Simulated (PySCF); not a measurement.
C3H7NOSi, SMILES C1=CO[SiH2]NC1. Geometry optimised at PBE-D3(BJ)/def2-SVP. The structure was generated by enumeration, and PubChem lists no compound with its InChIKey, so it may never have been made. One conformer was computed; it need not be the lowest.

Question: Give the equilibrium geometry at PBE-D3(BJ)/def2-SVP (PySCF confirms it by a frequency run) as a Z-matrix. (Estimate from the structure and the level; the computed values follow.)

Answer: One answer among several that fit: 
```
N
H 1 1.0202
C 1 1.4601 2 115.14
H 3 1.1167 1 109.19 2 -49.06
H 3 1.1217 4 104.96 1 -121.06
C 3 1.5080 4 108.05 5 -116.20
C 6 1.3534 3 126.79 4 -121.67
O 7 1.3674 6 126.84 3 -3.27
H 6 1.1006 7 116.77 8 178.50
H 7 1.1037 6 120.96 9 -1.12
Si 8 1.7069 7 116.71 10 163.50
H 11 1.4984 8 110.14 7 150.86
H 11 1.5071 12 109.72 8 -115.63
```
